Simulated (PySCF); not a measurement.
**[ZrCl6]3-: what the settings change**

The complex [ZrCl6]3- (charge -3) contains Zr(III), shell d1. The structure is a PBE0-D3(BJ)/def2-SVP, IEF-PCM water geometry optimised for multiplicity 2; coordination octahedral, point group D2h, metal–donor distances 2.57–2.60 Å.

```
7

Zr    0.0000    0.0000    0.0000
Cl    0.0000    0.0000    2.6013
Cl    0.0000    0.0000   -2.6013
Cl    2.5713    0.0464    0.0000
Cl   -2.5713   -0.0464    0.0000
Cl    0.0464    2.5713    0.0000
Cl   -0.0464   -2.5713    0.0000
```

Method (PySCF 2.14, density fitting): CASSCF(1,5) with orbitals averaged over all microstates of the shell, strongly contracted NEVPT2 on the averaged canonical orbitals; basis x2c-TZVPall on the metal, x2c-SVPall elsewhere; spin-free X2C; IEF-PCM water; spin-orbit coupling by state interaction with the mean-field operator over all roots.

Base run: NEVPT2 ground state 2B3g (from 2T2g), next 2B2g (from 2T2g) at 220, then 2Ag (from 2T2g) at 246 cm⁻¹, 10Dq(NEVPT2) 19704, ζ 414 cm⁻¹, μeff(300 K) 1.35 μB.

(1) What happens with the basis x2c-TZVPall on all atoms?

Charge-transfer states lie outside this active space and may come lower than some of these levels. 2B2g (from 2T2g) (220 cm⁻¹), 2Ag (from 2T2g) (246 cm⁻¹) lie within 300 cm⁻¹ of 2B3g (from 2T2g) at NEVPT2 level, inside the method's error: they are parts of one split term, whose order is undecided, and g values and low-temperature moments can hang on it. An active orbital has only 0.71 squared overlap with the free ion's shell, so the metal shell alone is a small active space here. NEVPT2 on the d shell alone tends to put d–d bands too high for such charged or covalently bound ions.

Answers

(1) NEVPT2 ground state 2B3g (from 2T2g), next 2B2g (from 2T2g) at 211, then 2Ag (from 2T2g) at 251 cm⁻¹, 10Dq(NEVPT2) 18622, ζ 408 cm⁻¹, μeff(300 K) 1.35 μB. It took 47 s against 18 s on a shared host of the same kind.
